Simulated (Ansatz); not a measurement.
`[CH3][SnH2][CH2]Cl` → 2 C• + Cl• + 7 H• + Sn•  (atomization)

Isolated molecules relaxed with PBE0-D4/def2-TZVP in Ansatz; ΔE leaves out vibrations. CCSD(T)/CBS adds triple-zeta CCSD(T) − MP2 to the extrapolated MP2 energy (def2 sets, frozen cores). This one scheme is used for every species, atoms too. DFT in def2-TZVPP. B3LYP here is the variant with VWN-RPA as its local correlation; programs differ in this. No spin–orbit coupling; open shells (•) take unrestricted orbitals. Spin–orbit coupling would lower the free atoms: a little for C, Cl; strongly for Sn. Elements past krypton have def2 core potentials. Bonds to Sn are less sure, by a few kJ/mol each and by 10 to 20 or more in all where they break to atoms, as the def2 sets lack core-valence functions. Each species was taken in one conformer, which may not be the lowest.

```
             level  ΔE (eV)
           PBE0-D4    36.29
          B3LYP-D4    36.17
           ωB97M-V    36.37
            B2PLYP    35.77
    MP2/def2-QZVPP    36.16
SCS-MP2/def2-QZVPP    36.23
     MP2/CBS(def2)    36.53
    CCSD/CBS(def2)    36.03
```

Question: What does CCSD(T)/CBS give? (Best estimate.)

Answer: Ansatz gave: +36.53 eV. The listed levels differ from it by -0.24, -0.36, -0.16, -0.76, -0.37, -0.30, 0.00, -0.50 eV.

Largest T1 diagnostic among the species: 0.011.

In def2-TZVPP, CCSD(T) changes the Hartree–Fock value by +8.98 eV (the triples alone add +0.50 eV) and MP2 by +8.98 eV; breaking electron pairs costs correlation energy, which Hartree–Fock lacks. The D4 term adds +0.39 eV with B3LYP and +0.21 eV with PBE0; it sums over pairs of atoms, weighted by their polarisabilities, and B3LYP, whose exchange is more repulsive, gets the larger term. From PBE to PBE0 (25 % exact exchange), in def2-TZVPP and without D4, ΔE moves by −0.32 eV: exact exchange takes away binding that semilocal exchange gives to molecules.

For atomizations the MP2-based limit and the directly extrapolated one differ by several kJ/mol either way, and by 10 to 25 for some Ge, Se and Sn compounds, so smaller differences from it don't rank the levels.
